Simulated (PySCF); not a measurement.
Continuum solvent and chemical shifts

Geometry:
```csv
atom,x (Å),y (Å),z (Å)
C1,-1.597,-0.851,-0.835
C2,-0.804,0.122,0.047
C3,-0.939,1.545,-0.511
C4,-1.363,0.084,1.470
C5,0.652,-0.279,0.042
C6,1.519,-0.363,-1.103
C7,2.733,-0.765,-0.636
O8,2.690,-0.937,0.698
C9,1.434,-0.642,1.102
H10,-2.664,-0.576,-0.854
H11,-1.513,-1.881,-0.458
H12,-1.229,-0.841,-1.873
H13,-0.556,1.610,-1.541
H14,-0.374,2.263,0.103
H15,-1.995,1.858,-0.524
H16,-2.425,0.375,1.473
H17,-1.291,-0.926,1.902
H18,-0.823,0.780,2.130
H19,1.268,-0.151,-2.140
H20,3.687,-0.964,-1.117
H21,1.244,-0.736,2.167
```

GIAO PBE0/pcSseg-1 in PySCF on one PBE0-D3(BJ)/def2-SVP conformer, non-relativistic, equivalent nuclei averaged. Solvents enter as an IEF-PCM continuum (tetrahydrofuran with ε = 7.4, dichloromethane with ε = 8.9) around the gas-phase geometry. Shifts are referred to TMS computed in the same medium.

Gas phase, δ in ppm: C7 147.0, C5 142.2, C9 140.2, C6 114.9, C1/C3/C4 32.4, C2 30.6, H20 7.35, H21 7.13, H19 6.55, H10/H11/H12/H13/H14/H15/H16/H17/H18 1.24. Dipole moment 0.87 D.

Question: How does each δ change in the continuum?

Answer: 
```
                              atoms                                         environment  Δδ, tetrahydrofuran  Δδ, dichloromethane
                                 C7                 aromatic CH next to the ring oxygen                 +1.5                 +1.5
                                 C5                         substituted aromatic carbon                 +1.9                 +1.9
                                 C9                 aromatic CH next to the ring oxygen                 +1.3                 +1.4
                                 C6                                         aromatic CH                 +1.4                 +1.4
                           C1/C3/C4                                       methyl carbon                 +0.2                 +0.2
                                 C2           quaternary sp3 carbon on an aromatic ring                 +0.9                 +1.0
                                H20  hydrogen on an aromatic CH next to the ring oxygen                +0.19                +0.19
                                H21  hydrogen on an aromatic CH next to the ring oxygen                +0.17                +0.18
                                H19                          hydrogen on an aromatic CH                +0.25                +0.26
H10/H11/H12/H13/H14/H15/H16/H17/H18                         hydrogen on a methyl carbon                +0.02                +0.02
```

Changes are relative to the gas phase. The dipole moment becomes 1.14 D in tetrahydrofuran, 1.15 D in dichloromethane.

Question: Which nuclei move most (in ppm), and what does the model miss?

Answer: C5 (substituted aromatic carbon, +1.9 ppm) in dichloromethane. A continuum only polarises the solute; specific hydrogen bonds, the anisotropy of aromatic solvents and changes of geometry or conformer are outside it.
